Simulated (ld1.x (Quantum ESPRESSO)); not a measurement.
# Before and after: TM potential for lead (Pb)

```json
{
 "Element": "lead",
 "Generator": "ld1.x (Quantum ESPRESSO) 7.5",
 "Type": "norm-conserving Troullier–Martins (Kleinman–Bylander form)",
 "Functional": "PBEsol",
 "Relativity": "scalar-relativistic",
 "Frozen core": "[Xe] 4f14",
 "Valence charge": "14",
 "Reference configuration": "5d10 6s2 6p2",
 "Partial waves": "6s (bound): rc 1.80 bohr; 5d (bound): rc 1.65 bohr; 6p (bound): rc 2.85 bohr",
 "Local potential": "the p channel",
 "Core correction": "none"
}
```

Change: wave 6s (bound): rc 1.80 bohr becomes 6s (bound): rc 1.18 bohr.

Cutoffs: the cutoffs (Ry, on a coarse ladder) from which the occupation-weighted sum of valence levels, in a spherical-Bessel basis at the reference potential, stays within 10 and 1 mRy of its value at 400 Ry; they do not see the model core or the augmentation charge, which bear on the density cutoff. Errors are all-electron minus pseudo energies relative to the spin-unpolarised reference configuration.

Q: What does the change do?

A: The number of tests that count goes from 7 to 6; of the 6 tests that both files solve, the error grows in 4 and shrinks in 1 by more than 15 % and 0.3 meV (median size 8.9 → 18.3 meV); neither file shows a bound ghost at the reference potential, the only one tested.

```csv
quantity,base,changed
"cutoff, loose",55 Ry,over 300 Ry
"cutoff, tight",90 Ry,over 300 Ry
loose cutoff by channel (10 mRy a level),"s 18 Ry, d 45 Ry, p 6 Ry","s over 300 Ry, d 45 Ry, p 6 Ry"
bound ghosts,none,none
"tests counted (converged, no solver errors)",7 of 7,6 of 7
"error for 5d10 6s2 6p1, meV [ΔE 6.60 eV]",-2.9,-4.2
"error for 5d10 6s2 6p0, meV [ΔE 20.04 eV]",-15,-24
"error for 5d10 6s1 6p0, meV [ΔE 52.52 eV]",-34,-22
"error for 5d10 6s1 6p2, meV [ΔE 16.18 eV]",-0.5,+15
"error for 5d10 6s0 6p0, meV [ΔE 95.24 eV]",-80,+273
"error for 5d10 6s2 6p2.3, meV [ΔE -0.80 eV]",+0.4,+0.4
s: phases at 3.12 bohr within 0.05 rad from the reference energy up to (Ry; the scan ends near 5),1.0,1.4
p: phases at 3.12 bohr within 0.05 rad from the reference energy up to (Ry; the scan ends near 5),2.1,2.1
d: phases at 3.12 bohr within 0.05 rad from the reference energy up to (Ry; the scan ends near 5),0.2,0.2
```

Base: ld1.x printed “convergence not achieved” for 5 of the counted tests; their residual had stalled under 1e-8, short of the target of 1e-14. Changed file: Tests not counted: 5d9 6s2 6p3 (solver errors, printed error -1442 eV). ld1.x printed “convergence not achieved” for 3 of the counted tests; their residual had stalled under 1e-8, short of the target of 1e-14.
